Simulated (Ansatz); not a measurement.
Ligand-field states of [CuBr3(NH3)]- (CuBr₃NH₃⁻) at its PBE-D4/def2-SVPD geometry (relaxed as a doublet).

```xyz
8

Cu    0.401   -0.417   -0.739
Br    2.346   -0.756    0.752
Br    0.725   -2.180   -2.298
Br   -0.922    1.167   -2.103
N    -0.544    0.415    0.902
H    -1.548    0.544    0.741
H    -0.110    1.340    0.986
H    -0.348   -0.113    1.759
```

CASSCF(9,5) on the Cu 3d shell in def2-SVP, averaged with equal weights over 5 doublets, then SC-NEVPT2; Ansatz, no spin–orbit coupling. The space holds no ligand orbitals and no second d shell, so covalent complexes are described poorly.

Task: Estimate the states' energies above the lowest.

Result: 
| state | CASSCF (cm⁻¹) | NEVPT2 (cm⁻¹) |
| --- | --- | --- |
| doublet 1 | 0 | 0 |
| doublet 2 | 5208 | 8026 |
| doublet 3 | 6156 | 8935 |
| doublet 4 | 6584 | 9593 |
| doublet 5 | 7361 | 10663 |
The lowest NEVPT2 state is a doublet. It took 27 s on 4 threads of Arm Neoverse V2 on a shared host, peak host memory 1.6 GiB.
